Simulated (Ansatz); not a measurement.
Mulliken charges of C2H6AlN, SMILES `[CH3][AlH][CH]=N` from PBE/def2-TZVPP in Ansatz (PBE0-D4/def2-TZVP geometry).

| atom | x (Å) | y (Å) | z (Å) | charge (e) |
| --- | --- | --- | --- | --- |
| C1 | -1.527 | 0.648 | -0.548 | -0.431 |
| Al2 | -0.132 | -0.700 | -0.644 | 0.446 |
| C3 | 1.437 | -0.540 | 0.561 | -0.158 |
| N4 | 1.411 | 0.461 | 1.354 | -0.242 |
| H5 | -1.649 | 1.160 | -1.508 | 0.091 |
| H6 | -1.298 | 1.395 | 0.214 | 0.120 |
| H7 | -2.498 | 0.199 | -0.312 | 0.092 |
| H8 | -0.192 | -1.933 | -1.651 | -0.124 |
| H9 | 2.290 | -1.241 | 0.580 | 0.061 |
| H10 | 2.240 | 0.500 | 1.957 | 0.146 |

Q: By hand: the dipole of these point charges (1 e Å = 4.8032 D).

A: Σ q r = (-0.014, -0.089, -0.082) e Å, of length 0.122 e Å = 0.59 D.

Q: How does the dipole of the full density compare? (An estimate is asked.)

A: Ansatz gave: (0.164, -0.123, 0.010) e Å, 0.99 D; the point charges give 0.60 times that, at 72° from its direction.

Point charges leave out the atoms' own dipoles, such as those of lone pairs, and Mulliken's split depends on the basis, so the two needn't agree.
